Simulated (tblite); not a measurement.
AlI$_{3}$, triplet, at a GFN2-xTB geometry (such geometries of metal compounds can be far from the true shape) (a higher spin typed on purpose: for a closed-shell molecule this is an excited state); GFN1-xTB run with tblite 0.6.0.

tblite was given this input:
```
$ tblite run mol.xyz --method gfn1 --charge 0 --spin 2 --json tblite.json --no-restart

# file mol.xyz
4

Al    -0.00374561    -0.61728856     0.32371279
I     -2.53945884    -1.19653453    -0.37324545
I      0.01059087     1.74541028    -0.91531202
I      2.52978671    -0.39746535     1.20915622
```

What the program printed (banner, timings and long lists left out):

```
xTB calculator
 | screened Coulomb repulsion
 | Coulomb electrostatics
 |  * isotropic Klopman-Ohno-Mataga-Nishimoto electrostatics
 |  * onsite third-order electrostatics
 | DFT-D3(BJ) dispersion correction

halogen bonding energy    0.0000000000000E+00 Eh
repulsion energy          1.1193282204007E-02 Eh
dispersion energy        -2.4650248417913E-03 Eh
number of electrons       2.4000000000000E+01 e
integral cutoff           4.0000000000000E+01 bohr

------------------------------------------------------------
  cycle        total energy    energy error   density error
------------------------------------------------------------
      1     -13.21874262559  -1.3227471E+01   2.4383947E-01
      2     -13.19192058868   2.6822037E-02   1.8743236E-01
      3     -13.14369247638   4.8228112E-02   2.2508955E-01
      4     -13.22307809514  -7.9385619E-02   1.9267304E-02
      5     -13.22380857514  -7.3048000E-04   1.8272799E-03
      6     -13.22377840383   3.0171313E-05   4.0949518E-03
      7     -13.22381017325  -3.1769420E-05   1.2846772E-03
      8     -13.22380801867   2.1545761E-06   1.5209852E-03
      9     -13.22381336515  -5.3464824E-06   1.0497747E-04
     10     -13.22381338674  -2.1589626E-08   2.0239726E-05
     11     -13.22381338738  -6.3523942E-10   8.7590694E-06
------------------------------------------------------------

electronic energy        -1.3232541644741E+01 Eh
total energy             -1.3223813387379E+01 Eh

Post processing:
 | Mayer-Wiberg bond orders

[Info] JSON dump of results written to 'tblite.json'
```
